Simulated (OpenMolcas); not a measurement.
## Dy3+: moving or changing the point charges

Dy3+ among 4 point charges of -1 e arranged as a tetrahedron (Td), 2.39 Å from the ion.
```
   1.3799    1.3799    1.3799  -1.00
   1.3799   -1.3799   -1.3799  -1.00
  -1.3799    1.3799   -1.3799  -1.00
  -1.3799   -1.3799    1.3799  -1.00
```

- Program: OpenMolcas
- Method: CASSCF
- Basis: ANO-RCC-VDZP [7s6p4d2f1g]
- Scalar Hamiltonian: DKH2, point nucleus
- Active space: 9 electrons in 7 orbitals (4f)
- State averaging: 2S+1 = 6 odd, 21 roots; 2S+1 = 4 odd, 115 roots kept (CI in the orbitals of an earlier block, 108 in the spin-orbit step); 2S+1 = 2 odd, 82 roots kept (CI in the orbitals of an earlier block, 35 in the spin-orbit step)
- Spin-orbit coupling: RASSI with atomic mean-field integrals over the reference wave functions

Runs around this geometry, states (labels of Td). Energies in cm-1 above the lowest state or level, χT in cm3 K/mol; under a threefold ground state the first gap can be a small split of the lowest multiplet, not the spin-orbit step.

| R (Å) | Ground state | First state of that spin | First gap with spin-orbit (degeneracies) | Width of lowest J | χT at 300 K |
| --- | --- | --- | --- | --- | --- |
| 2.39 | 6T2 | 6E 9.0 | 18.0 (4, 4) | 83 | 14.053 |
| 2.63 | 6T2 | 6E 5.8 | 11.2 (4, 4) | 51 | 14.058 |
| 2.86 | 6T2 | 6E 3.9 | 7.4 (4, 4) | 34 | 14.060 |

Taking the width of the lowest J multiplet as R^-n, n = -ln(34 / 83) / ln(2.86 / 2.39) = 5.0 between the shortest and longest distance.

High states are left out of the spin-orbit mixing, which shifts the levels that they would mix with. Point charges carry no covalency, so the field is a model and not that of real ligands. A group larger than the point group allows holds several states that coincide in this model. No measured value stands beside these numbers.
